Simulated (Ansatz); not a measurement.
Compare A (`O[SiH2]OC=S`) with its isomer B (`O[SiH]1OCS1`).

Calculated with Ansatz (gas phase, PBE0-D4/def2-TZVP geometries, no zero-point term in ΔE). CCSD(T)/CBS adds triple-zeta CCSD(T) − MP2 to the extrapolated MP2 energy (def2 sets, frozen cores). DFT in def2-TZVPP. B3LYP here is the variant with VWN-RPA as its local correlation; programs differ in this. Each species was taken in one conformer, which may not be the lowest.

Q: Which is lower in electronic energy at CCSD(T)/CBS, and by how much? (Best estimate.)

A: The calculation gave: B, by 97.2 kJ/mol.

Q: Give E(B) − E(A) in kJ/mol with MP2/def2-TZVPP, HF/def2-TZVPP, PBE0-D4, PBE-D4, ωB97M-V, B3LYP-D4, LDA (SPW92). (An estimate is asked.)

A: Ansatz gave: MP2/def2-TZVPP -98.6, HF/def2-TZVPP -80.6, PBE0-D4 -106.8, PBE-D4 -94.0, ωB97M-V -100.0, B3LYP-D4 -79.5, LDA (SPW92) -106.2. None reverses the order clearly.

Q: Does the order hold for the free energy at 298.15 K (harmonic terms from PBE0-D4)? (An estimate is asked.)

A: Computed: Yes: G(B) − G(A) = -79.1 kJ/mol, for one conformer each. Modes under 60 cm⁻¹, often nearly free rotors, make the harmonic entropy too high.

Largest T1 diagnostic: 0.016.

In def2-TZVPP, CCSD(T) changes the Hartree–Fock value by −11.1 kJ/mol (the triples alone add +2.5 kJ/mol) and MP2 by −18.0 kJ/mol. From PBE to PBE0 (25 % exact exchange), in def2-TZVPP and without D4, E(B) − E(A) moves by −13.4 kJ/mol.
